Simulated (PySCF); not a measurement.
## Calculated NMR data

PySCF calculation with GIAO PBE0/pcSseg-1 shieldings and coordinates at the GFN2-xTB level; one computed conformer, no solvent model, non-relativistic, fast rotation and ring inversion assumed for equivalent nuclei.

References, each an isolated molecule treated in the same way: 1H (σ = 31.72 ppm) and 13C (σ = 186.93 ppm) vs TMS. Splittings of carbon signals by F and P are missing where no couplings were computed. Where no couplings were computed, multiplicities follow the n + 1 count of equivalent neighbours, and m marks all less simple cases (inequivalent or close neighbours, rings, F or P nearby). Shifts are as computed. Against solution values, carbons near 30 ppm lie about +3 ppm off and those near 130 ppm about +5 ppm. Of 1211 compounds with measured shifts, 218 miss one by over three times the rms of a fit or turn the order of signals round; such compounds aren't used in these exercises. OH and NH positions are gas-phase values without hydrogen bonding to other molecules.

Compound 1 (C4H5N3O). 1H NMR (600 MHz, computed): δ 10.27 (s, 1H), 8.04 (s, 1H), 4.22 (s, 3H). 13C{1H} NMR (computed): δ 190.1 (CH), 163.0 (C), 147.9 (CH), 36.7 (CH3). Structure: SMILES Cn1cnc(C=O)n1.

Compound 2 (C8H11OP). 1H NMR (600 MHz, computed): δ 7.72 (m, 1H), 7.23 (m, 1H), 3.96 (s, 3H), 2.66 (m, 3H), 2.45 (s, 3H). 13C{1H} NMR (computed): δ 169.7, 167.5, 149.3, 133.8, 129.0, 55.2, 25.2, 24.9. Structure: SMILES COc1cpc(C)c(C)c1.

Compound 3 (C4H5N3O). 1H NMR (600 MHz, computed): δ 9.27 (d, 1H), 8.52 (d, 1H), 4.47 (s, 3H). 13C{1H} NMR (computed): δ 171.0, 155.2, 150.7, 58.2. Structure: `C1=CN=C(OC)N=N1`.

Compound 4 (C4H5N3O). 1H NMR (600 MHz, computed): δ 11.81 (br s, 1H), 8.12 (s, 1H), 2.67 (s, 3H). 13C{1H} NMR (computed): δ 191.6 (C), 142.4 (C), 138.4 (CH), 29.9 (CH3). Structure: SMILES CC(=O)c1cnn[nH]1.
